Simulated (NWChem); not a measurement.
System: Ge$_{2}$H$_{6}$ anion, doublet; SMILES of the neutral closed-shell parent [GeH3][GeH3]

Excerpt of the output:

```
             Northwest Computational Chemistry Package (NWChem) 7.3.0
             --------------------------------------------------------

 C2  symmetry detected

                             Geometry "geometry" -> ""
                             -------------------------

 Output coordinates in angstroms (scale by  1.889725989 to convert to a.u.)

  No.       Tag          Charge          X              Y              Z
 ---- ---------------- ---------- -------------- -------------- --------------
    1 Ge                  32.0000     1.40181507    -0.00692880     0.00006946
    2 Ge                  32.0000    -1.40181507     0.00692880     0.00006946
    3 H                    1.0000     2.71679562    -0.95727692     0.00807346
    4 H                    1.0000     1.76069218     0.94721317     1.20584846
    5 H                    1.0000     1.76383361     0.93285239    -1.21614454
    6 H                    1.0000    -1.76383361    -0.93285239    -1.21614454
    7 H                    1.0000    -2.71679562     0.95727692     0.00807346
    8 H                    1.0000    -1.76069218    -0.94721317     1.20584846

 Effective nuclear repulsion energy (a.u.)     286.6699067657

      Symmetry information
      --------------------

 Group name             C2
 Group number              4
 Group order               2
 No. of unique centers     4

                                 NWChem DFT Module
                                 -----------------

 Summary of "ao basis" -> "ao basis" (spherical)
 ------------------------------------------------------------------------------
       Tag                 Description            Shells   Functions and Types
 ---------------- ------------------------------  ------  ---------------------
 Ge                        def2-svpd                14       38   6s4p4d
 H                         def2-svpd                 4        8   2s2p

      Symmetry analysis of basis
      --------------------------

        a          62
        b          62

            General Information
            -------------------
          SCF calculation type: DFT
          Wavefunction type:  spin polarized.
          No. of atoms     :     8
          No. of electrons :    71
           Alpha electrons :    36
            Beta electrons :    35
          Charge           :    -1
          Spin multiplicity:     2
          Use of symmetry is: on ; symmetry adaption is: on
          Maximum number of iterations: 150
          AO basis - number of functions:   124
                     number of shells:    52
          Convergence on energy requested:  1.00D-06
          Convergence on density requested:  1.00D-05
          Convergence on gradient requested:  5.00D-04

              XC Information
              --------------
                         B3LYP Method XC Potential
                     Hartree-Fock (Exact) Exchange  0.200
                        Slater Exchange Functional  0.800 local
                    Becke 1988 Exchange Functional  0.720 non-local
              Lee-Yang-Parr Correlation Functional  0.810
                  VWN I RPA Correlation Functional  0.190 local

             Grid Information
             ----------------
          Grid used for XC integration:  medium
          Radial quadrature: Mura-Knowles
          Angular quadrature: Lebedev.
          Tag              B.-S. Rad. Rad. Pts. Rad. Cut. Ang. Pts.
          ---              ---------- --------- --------- ---------
          Ge                  1.25      112          12.0       590
          H                   0.35       45          14.0       434
          Grid pruning is: on
          Number of quadrature shells:   247
          Spatial weights used:  Erf1

      Superposition of Atomic Density Guess
      -------------------------------------

 Sum of atomic energies:       -4153.08297085

 Renormalizing density from      70.00 to     71

      Non-variational initial energy
      ------------------------------

 Total energy =   -4188.940399
 1-e energy   =   -6455.382639
 2-e energy   =    1979.772333
 HOMO         =       0.180920
 LUMO         =       0.223595

   Symmetry analysis of molecular orbitals - initial alpha
   -------------------------------------------------------

  Numbering of irreducible representations:

     1 a           2 b

  Orbital symmetries:

     1 b           2 a           3 b           4 a           5 b
     6 a           7 a           8 b           9 b          10 a
    11 a          12 b          13 a          14 b          15 a
    16 b          17 a          18 b          19 b          20 a
    21 a          22 b          23 a          24 a          25 b
    26 a          27 b          28 b          29 a          30 b
    31 a          32 b          33 a          34 b          35 a
    36 b          37 a          38 b          39 b          40 a
    41 a          42 a          43 b          44 a          45 b
    46 b

   Symmetry analysis of molecular orbitals - initial beta
   ------------------------------------------------------

  Numbering of irreducible representations:

     1 a           2 b

  Orbital symmetries:

     1 b           2 a           3 b           4 a           5 b
     6 a           7 a           8 b           9 b          10 a
    11 a          12 b          13 a          14 b          15 a
    16 b          17 a          18 b          19 b          20 a
    21 a          22 b          23 a          24 a          25 b
    26 a          27 b          28 b          29 a          30 b
    31 a          32 b          33 a          34 b          35 a
    36 b          37 a          38 b          39 b          40 a
    41 a          42 a          43 b          44 a          45 b
    46 b

     ---------------------------------------------
      Total Density - Mulliken Population Analysis
     ---------------------------------------------

    Atom       Charge   Shell Charges
 -----------   ------   -------------------------------------------------------
    1 Ge  32    32.12   2.00  2.00  1.98  0.86  0.69  0.15  6.00  5.93  0.81  1.37  7.71  2.17  0.17  0.27
    2 Ge  32    32.12   2.00  2.00  1.98  0.86  0.69  0.15  6.00  5.93  0.81  1.37  7.71  2.17  0.17  0.27
    3 H    1     1.10   0.70  0.44  0.01 -0.05
    4 H    1     1.14   0.72  0.38  0.01  0.03
    5 H    1     1.14   0.72  0.38  0.01  0.03
    6 H    1     1.14   0.72  0.38  0.01  0.03
    7 H    1     1.10   0.70  0.44  0.01 -0.05
    8 H    1     1.14   0.72  0.38  0.01  0.03

     --------------------------------------------
      Spin Density - Mulliken Population Analysis
     --------------------------------------------

    Atom       Charge   Shell Charges
 -----------   ------   -------------------------------------------------------
    1 Ge  32     0.40   0.00  0.00  0.00  0.04  0.06  0.21  0.00  0.00  0.03 -0.10  0.00 -0.00  0.01  0.16
    2 Ge  32     0.40   0.00  0.00  0.00  0.04  0.06  0.21  0.00  0.00  0.03 -0.10  0.00 -0.00  0.01  0.16
    3 H    1     0.04   0.02  0.06  0.00 -0.04
    4 H    1     0.03   0.00  0.03  0.00  0.00
    5 H    1     0.03   0.00  0.03  0.00  0.00
    6 H    1     0.03   0.00  0.03  0.00  0.00
    7 H    1     0.04   0.02  0.06  0.00 -0.04
    8 H    1     0.03   0.00  0.03  0.00  0.00

   convergence    iter        energy       DeltaE   RMS-Dens  Diis-err
 ---------------- ----- ----------------- --------- --------- ---------
 d= 0,ls=0.0,diis     1  -4156.7136834734 -4.44D+03  1.45D-01  2.01D+00
                                                     1.42D-02  2.00D+00
 d= 0,ls=0.0,diis     2  -4156.5516688818  1.62D-01  1.92D-02  2.31D+00
                                                     8.31D-03  2.28D+00
 d= 0,ls=0.0,diis     3  -4157.1639171078 -6.12D-01  5.86D-03  6.77D-03
                                                     8.27D-04  6.42D-03
 d= 0,ls=0.0,diis     4  -4157.1677827848 -3.87D-03  7.20D-04  7.41D-04
                                                     2.38D-04  6.85D-04
 d= 0,ls=0.0,diis     5  -4157.1683903466 -6.08D-04  6.62D-04  1.68D-05
                                                     5.30D-05  1.76D-05
  Resetting Diis
 d= 0,ls=0.0,diis     6  -4157.1684117178 -2.14D-05  1.27D-04  1.54D-06
                                                     2.15D-05  1.31D-06
 d= 0,ls=0.0,diis     7  -4157.1684135078 -1.79D-06  3.77D-05  8.25D-08
                                                     4.25D-06  7.01D-08
 d= 0,ls=0.0,diis     8  -4157.1684136280 -1.20D-07  5.05D-06  2.31D-08
                                                     2.00D-06  2.83D-08

         Total DFT energy =    -4157.168413627965
      One electron energy =    -6378.042464919355
           Coulomb energy =     2094.712932630343
    Exchange-Corr. energy =     -160.508788104647
 Nuclear repulsion energy =      286.669906765694

 Numeric. integr. density =       71.000058256001

                  Occupations of the irreducible representations
                  ----------------------------------------------

                     irrep           alpha         beta
                     --------     --------     --------
                     a                18.0         18.0
                     b                18.0         17.0

                    DFT Final Alpha Molecular Orbital Analysis
                    ------------------------------------------

[...]
```

Level: B3LYP/def2-SVPD, spin-unrestricted. In the optimisation the excess spin sits in b (C2, its own frame). The geometry was optimised at B3LYP/def2-SVPD, spin-unrestricted. Not confirmed as a minimum by frequencies. This spin state was assumed; another may lie lower. No stability test was run on the SCF state. The highest occupied level is positive, so the extra electron may be held by the finite basis.

Question: Which NWChem input produces such a log?

Answer: This is not unique; one that fits is the input that was run:
```
start job
memory heap 200 mb stack 900 mb global 1100 mb
charge -1
geometry units angstroms noautoz
  Ge     1.396290     0.124530    -0.017322
  Ge    -1.396290    -0.124530    -0.017322
  H      2.794579    -0.698345    -0.009318
  H      1.664130     1.108116     1.188457
  H      1.668604     1.094113    -1.233536
  H     -1.668604    -1.094113    -1.233536
  H     -2.794579     0.698345    -0.009318
  H     -1.664130    -1.108116     1.188457
end
basis spherical
  Ge library def2-svpd
  H library def2-svpd
end
dft
  odft
  mult 2
  xc b3lyp
  iterations 150
  mulliken
end
task dft energy
```
